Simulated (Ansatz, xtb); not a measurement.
## CHAlF2Si: where a starting geometry ends

The starting geometry of this gas-phase triplet was built from a drawn formula by distance geometry and a force field; its bonds are those of `F[Si](F)=[CH][Al]`.

```xyz
6

C     0.6869    1.3555    0.4183
Al   -1.0189    2.1467   -0.2202
F    -0.8028   -0.2251    2.3445
F     2.1229   -0.4339    2.2172
Si    0.6448    0.2332    1.6550
H     1.6188    1.6321   -0.0376
```

Q: Where would you expect an optimisation with r2SCAN-D4/def2-SVP to take it?

A: It keeps its bonds, and is `F[Si](F)=[CH][Al]`.

The energy falls by 0.56 eV over 10 steps:

```csv
step,E − E(last) (eV)
1,0.562
2,0.206
3,0.068
4,0.019
5,0.008
6,0.004
7,0.002
8,0.001
9,0.000
10,0.000
```

Final geometry (Å):

```xyz
6

C     0.6580    1.4096    0.3605
Al   -1.0027    2.1473   -0.2387
F    -0.6075   -0.2999    2.4195
F     1.9104   -0.4916    2.2815
Si    0.6576    0.2678    1.6191
H     1.6358    1.6753   -0.0648
```

From the same start GFN2-xTB ends elsewhere, differing in Al2–F3 (1.67 against 3.63 Å here), Al2–Si5 (2.46 against 3.12 Å here), F3–Si5 (4.12 against 1.60 Å here).

No frequencies were run, so the end isn't proven a minimum. Open shells are spin-unrestricted. The triplet needn't be the ground state. Run with Ansatz 0.2.0, 3.2 min on 1 thread of Arm Neoverse V2, on a shared host.
